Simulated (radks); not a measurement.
Results of a calculation; reference values are marked as such.
Charge is removed step by step from the 4s down level of neutral vanadium, starting from [Ar] 3d3 4s(up 1, down 1). Level of theory: non-relativistic Kohn-Sham, PBEsol, spin-polarised, spherical densities, point nucleus; open shells are filled with parallel spins first (a radial shooting solver on a logarithmic mesh with Libxc functionals).

| removed (e) | E - E(0) (eV) | eigenvalue (eV) |
|---|---|---|
| 0 | 0.000 | -4.244 |
| 0.1 | 0.450 | -4.756 |
| 0.2 | 0.951 | -5.270 |
| 0.3 | 1.504 | -5.784 |
| 0.4 | 2.108 | -6.297 |
| 0.5 | 2.763 | -6.808 |
| 0.6 | 3.469 | -7.315 |
| 0.7 | 4.226 | -7.818 |
| 0.8 | 5.033 | -8.324 |
| 0.9 | 5.891 | -8.840 |

The mean slope of the eigenvalue, de/dn, is 5.11 eV per electron.
